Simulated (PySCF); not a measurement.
One of the candidates below gave these computed data.

All candidates are C6H10Si.

| technique | computed result |
| --- | --- |
| 1H NMR | chemical shifts (computed TMS as zero) by class: 7.08 (2 H), 4.99 (2 H), 4.68 (2 H), 3.00 (2 H), 1.95 (2 H) ppm [GIAO PBE0/pcSseg-1] |
| UV, first state | lowest singlet excitation: 4.94 eV (251 nm, f = 0.111) [TDDFT PBE0/def2-SVPD] |
| Polarisability | 101.3 au [PBE0/def2-SVPD] |
| Rotational structure | rotational constants A, B, C: 3.534, 1.514, 1.258 GHz [GFN2-xTB] |
| Dipole | 0.64 D [PBE0/def2-SVPD] |
| UV, strongest line | among the 6 lowest singlet transitions: S3 at 5.53 eV (224 nm, f = 0.195) [TDDFT PBE0/def2-SVPD] |
| 13C NMR | chemical shifts (computed TMS as zero) by class: 150.2 (2 C), 112.0 (2 C), 25.8 (2 C) ppm [GIAO PBE0/pcSseg-1] |

Gas-phase values; electronic properties from PySCF, density fitting. Levels stand in brackets. Isolated species at its GFN2-xTB geometry (one conformer only). Each NMR value is the plain mean over a class of atoms that symmetry, rotation or inversion makes alike.

Task: Which candidate is it?
A. `C#CC[C@H]1CC[SiH2]1`
B. `C=C[C@@H]1[SiH2][C@H]1C=C`
C. `CC#CC1C[SiH2]C1`

Result: B. It is `C=C[C@@H]1[SiH2][C@H]1C=C`. Numbering: `[CH2:1]=[CH:2][C@@H:3]1[SiH2:4][C@H:5]1[CH:6]=[CH2:7]`. Its formula, C6H10Si, gives 3 degrees of unsaturation: 1 ring and 2 π bonds in the structure found. 6 carbons fall into 3 classes; from least to most shielded: alkene CH carbon [C2/C6] (150.2 ppm, 2 C), terminal =CH2 carbon [C1/C7] (112.0 ppm, 2 C), ring sp3 carbon bound to silicon [C3/C5] (25.8 ppm, 2 C). Hydrogen classes from least to most shielded: 2 H on 2 alkene CH carbons, C2/C6 (7.08 ppm), 2 H on 2 terminal =CH2 carbons, C1/C7 (4.99 ppm), 2 H on 2 terminal =CH2 carbons, C1/C7 (4.68 ppm), 2 H on an SiH2 silicon, Si4 (3.00 ppm), 2 H on 2 like atoms (sp3 carbon bound to silicon), C3/C5 (1.95 ppm). S1 is mainly HOMO→LUMO (weight 0.96); the largest Löwdin shares of the orbital it empties are 0.21 on the SiH2 silicon and 0.14 on each of 2 atoms of one kind (sp3 carbon bound to silicon), of the orbital it fills 0.29 on the SiH2 silicon and 0.09 on each of 2 atoms of one kind (alkene CH carbon). The optimised geometry has point group C2 and is an asymmetric top.

The others, at the same levels:
- `CC#CC1C[SiH2]C1` fails: it has 5 carbon classes against 3; its computed 13C shifts are 93.3 (1 C), 85.0 (1 C), 25.2 (1 C), 20.4 (2 C), 5.1 (1 C) ppm, 1H shifts are 4.69 (1 H), 4.62 (1 H), 3.15 (1 H), 2.02 (3 H), 1.85 (2 H), 1.71 (2 H) ppm and lowest singlet excitation is 5.98 eV (207 nm, f = 0.000) (against 4.94 eV).
- `C#CC[C@H]1CC[SiH2]1` fails: it has 6 carbon classes against 3; its computed 13C shifts are 89.9 (1 C), 74.3 (1 C), 30.2 (1 C), 28.0 (1 C), 26.8 (1 C), 5.4 (1 C) ppm, 1H shifts are 4.79 (1 H), 4.53 (1 H), 2.78 (1 H), 2.36 (1 H), 2.32 (1 H), 2.15 (1 H), 2.00 (1 H), 1.47 (1 H), 1.32 (1 H), 1.30 (1 H) ppm and rotational constant A is 5.205 GHz (against 3.534 GHz).

Each candidate is one conformer, not necessarily the lowest. The conformers computed, where there is a choice (atom-mapped SMILES and torsion angles):
- `[CH2:1]=[CH:2][C@@H:3]1[SiH2:4][C@H:5]1[CH:6]=[CH2:7]`: C1–C2–C3–Si4 48°, Si4–C5–C6–C7 47°
- `[CH:1]#[C:2][CH2:3][C@H:4]1[CH2:5][CH2:6][SiH2:7]1`: C2–C3–C4–C5 65°
